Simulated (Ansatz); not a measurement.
Molecule: ZrH3, net charge 0, doublet state. The spin state was set by rule; other spins were not relaxed. SMILES: [ZrH3]
Structure (B3LYP-D3(BJ)/def2-TZVP (Ansatz, a first-principles code) minimum search):
```
Zr
H 1 1.8618
H 1 1.8618 2 117.20
H 1 1.8618 2 117.20 3 147.36
```
Charge 0, spin multiplicity 2.

Q: Give the harmonic wavenumbers at B3LYP-D3(BJ)/def2-TZVP (Ansatz, finite differences of forces, unscaled).

A: 251, 669, 669, 1637, 1637, 1669 cm⁻¹. Zero-point energy 9.3 kcal/mol.

Q: From these and the geometry, give the ideal-gas thermochemistry at 298.15 K and 1 atm (rigid rotor, harmonic oscillator).

A: Point group C3v, rotational symmetry number 3. Rotational constants 93.91, 93.91, 49.63 GHz. S(trans) 39.54, S(rot) 15.06, S(vib) 2.43, S(elec, spin only) 1.38, S 58.4 cal/(mol K). H(298) - H(0) 2.84 kcal/mol; G - E(el) -5.2 kcal/mol.
